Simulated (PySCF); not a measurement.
Species: C7H13F.
Geometry (PBE0-D3(BJ)/def2-SVP, Å), atoms numbered from 1 in this order:
```
atom  x, y, z in Å
C1     2.6003   -1.0464    0.5527
C2     1.4394   -0.4544   -0.2288
C3     0.3647    0.1611    0.6704
C4    -0.7608    0.8028   -0.0976
C5    -0.5290    2.2242   -0.5150
C6    -1.8899    0.1601   -0.4356
C7    -2.2414   -1.2517   -0.1248
F8    -3.5287   -1.3270    0.3604
H9     2.2586   -1.8401    1.2365
H10    3.1017   -0.2799    1.1652
H11    3.3563   -1.4856   -0.1158
H12    1.8136    0.3118   -0.9295
H13    0.9727   -1.2307   -0.8591
H14   -0.0197   -0.6175    1.3495
H15    0.8348    0.9230    1.3168
H16   -0.4122    2.8720    0.3704
H17    0.4027    2.3215   -1.0977
H18   -1.3556    2.6158   -1.1239
H19   -2.6511    0.6960   -1.0152
H20   -1.5590   -1.6966    0.6182
H21   -2.1944   -1.8747   -1.0378
```

All values: PBE0/pcSseg-1 and wB97X-D/def2-SVPD (PySCF, non-relativistic), on one gas-phase PBE0-D3(BJ)/def2-SVP geometry that isn't relaxed in the solvent. The solvent is an IEF-PCM continuum (Bondi radii, 1.10 Å for H, scaled by 1.2). The model holds no explicit solvent molecules, cavitation or dispersion.

Gas phase at PBE0/pcSseg-1: HOMO -7.10 eV, LUMO 0.21 eV, dipole 2.51 D.

What does the continuum do to the energy, the frontier levels and the dipole at PBE0/pcSseg-1 in cyclohexane and water?

```tsv
solvent	ε	E(solvent) − E(gas) (kcal/mol)	polarisation term (kcal/mol)	distortion of the solute (kcal/mol)	HOMO (eV)	LUMO (eV)	dipole (D)
cyclohexane	2.017	-1.50	-1.57	0.07	-7.04	0.27	2.74
water	78.36	-3.83	-4.34	0.51	-7.01	0.30	3.08
```

Polarisation term: ½ Σ q·V over the induced surface charges. Distortion: the rise of the solute's own energy as its density leaves the gas-phase optimum. From cyclohexane to water the lowering changes by a factor 2.56, Onsager's factor (ε − 1)/(2ε + 1) by 2.43 and ε itself by 38.9.

Which radius a makes the point-dipole formula ΔE = −[(ε − 1)/(2ε + 1)]·μ²/a³ give the value in water, with the gas-phase dipole?

μ = 0.989 au and |ΔE| = 0.00611 Eh give a = 2.27 Å; the farthest nucleus lies 3.79 Å from the centroid of the nuclei, so such a sphere wouldn't even hold the nuclei. The formula assumes a rigid point dipole at the centre of a sphere.

Give the dipole vector in the frame of the coordinates (D, pointing from negative to positive charge), gas and water.

Gas (2.38, 0.49, -0.63), solvent (2.95, 0.55, -0.70). Its length changes by +22 % and its direction by 2°.

Which Hirshfeld charges (PBE0/pcSseg-1) respond most in cyclohexane (means over atoms taken as equivalent)?

```tsv
atoms	environment	gas (e)	solvent (e)	change
F8	alkyl fluorine	-0.132	-0.140	-0.008
C6	alkene CH carbon	-0.073	-0.077	-0.004
H20/H21	methylene hydrogen	+0.042	+0.044	+0.002
H14/H15	methylene hydrogen	+0.038	+0.040	+0.002
H16/H17/H18	methyl hydrogen	+0.045	+0.046	+0.001
C7	sp3 C–F carbon	+0.020	+0.019	-0.001
H12/H13	methylene hydrogen	+0.034	+0.035	+0.001
C1	methyl carbon	-0.113	-0.114	-0.001
```

Which Mayer bond orders change most in cyclohexane?

| bond | length (Å) | gas | solvent | change |
| --- | --- | --- | --- | --- |
| C7–F8 | 1.378 | 0.874 | 0.863 | -0.011 |
| C1–C2 | 1.520 | 1.063 | 1.064 | +0.001 |
| C3–C4 | 1.506 | 1.057 | 1.058 | +0.001 |
| C4–C6 | 1.342 | 1.850 | 1.849 | -0.001 |
| C3–H14 | 1.102 | 0.935 | 0.934 | -0.001 |
| C3–H15 | 1.104 | 0.940 | 0.939 | -0.001 |
| C5–H16 | 1.103 | 0.944 | 0.943 | -0.001 |
| C5–H17 | 1.103 | 0.947 | 0.946 | -0.001 |

Gas phase at wB97X-D/def2-SVPD: HOMO -8.95 eV, LUMO 1.89 eV, dipole 2.58 D.

What does the continuum do to the energy, the frontier levels and the dipole at wB97X-D/def2-SVPD in cyclohexane?

```json
{"solvent": "cyclohexane", "ε": "2.017", "E(solvent) − E(gas) (kcal/mol)": "-1.54", "polarisation term (kcal/mol)": "-1.62", "distortion of the solute (kcal/mol)": "0.08", "HOMO (eV)": "-8.89", "LUMO (eV)": "1.94", "dipole (D)": "2.83"}
```

How does the static polarisability (wB97X-D/def2-SVPD, frozen core, with the continuum's full static response) change?

```json
{"medium": "gas", "isotropic (au)": "88.6", "principal values (au)": "71.9, 88.6, 105.1", "⟨r²⟩ of the electrons (bohr²)": "1462.4"}
{"medium": "cyclohexane", "isotropic (au)": "99.0", "principal values (au)": "81.0, 98.4, 117.5", "⟨r²⟩ of the electrons (bohr²)": "1462.6"}
```

The isotropic value in cyclohexane is 1.12 times the gas-phase one; no cavity-field correction is applied. ⟨r²⟩ is taken about the centre of nuclear charge.

Note: wB97X-D ran without an empirical dispersion term, which enters the total energy and its gradient alone.
